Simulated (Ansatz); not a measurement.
**Worked example: the interaction energy**

The pair of CH4 (SMILES C, atoms 1–5) and H2 (SMILES [H][H], atoms 6–7), both closed shells, in one local arrangement (a lower one may exist), relaxed at PBE0-D4/def2-TZVP:

```xyz
7
angstrom
C -0.0826 -0.0198 -1.0525
H -0.2386 0.8353 -1.7096
H 0.0567 -0.9188 -1.6523
H -0.9525 -0.1448 -0.4080
H 0.8035 0.1497 -0.4412
H 0.1426 -0.0368 2.2745
H 0.2709 0.1351 2.9893
```

Both fragments are computed in the basis of the whole pair.

Ansatz 0.2.0; basis: def2-TZVPPD and def2-QZVPPD; cores frozen in the correlated methods.

Energies in eV:

| quantity | pair | first fragment | second fragment |
| --- | --- | --- | --- |
| Hartree–Fock, triple zeta (X = 3) | -1125.11259 | -1094.29010 | -30.82943 |
| Hartree–Fock, quadruple zeta (X = 4) | -1125.18739 | -1094.35047 | -30.84381 |
| MP2 correlation, X = 3 | -6.27647 | -5.39841 | -0.86475 |
| MP2 correlation, X = 4 | -6.62420 | -5.70905 | -0.90120 |
| CCSD(T) correlation, X = 3 | -7.21325 | -6.12352 | -1.07541 |

**Question.** Work out the interaction energy at the basis limit: extrapolate Hartree–Fock as E(X) = E∞ + A exp(−7.88 √X) and the MP2 correlation as E(X) = E∞ + B X^−2.97 (the exponents that Neese and Valeev fitted for def2-TZVPP and QZVPP, reused here for the diffuse sets), then add CCSD(T) − MP2 in triple zeta.

**Answer.** Each step is linear, so take the differences first (pair − first fragment − second fragment): Hartree–Fock 0.00694 (X = 3) and 0.00689 (X = 4); MP2 correlation -0.01331 and -0.01395; CCSD(T) correlation -0.01432.
Two points give E∞ = E(4) + w [E(4) − E(3)], with w = 1/(exp(7.88 (2 − √3)) − 1) = 0.1377 for Hartree–Fock and w = 1/((4/3)^2.97 − 1) = 0.7407 for the correlation.
Hartree–Fock: 0.00689 + 0.1377 × (-0.00005) = 0.0069 eV.
MP2 correlation: -0.01395 + 0.7407 × (-0.00064) = -0.0144 eV.
CCSD(T) − MP2: -0.01432 − (-0.01331) = -0.0010 eV.
Sum: 0.0069 + (-0.0144) + (-0.0010) = -0.0085 eV, or -0.20 kcal/mol. Plain CCSD(T) in triple zeta gives -0.0074 eV, so the larger basis shifts the result by -0.0011 eV.

No T1 diagnostic of these runs exceeds 0.008.

For scale, one of the runs: CCSD(T)/def2-TZVPPD, 139 basis functions, launched by `ansatz run in.yaml --threads 2 --pin off --events-out ev --progress --plain --max-ram 5222MiB`. The run took 4.4 s on 2 CPU threads of an Arm Neoverse V1 (shared host), with 0.75 GiB of host memory at its peak.
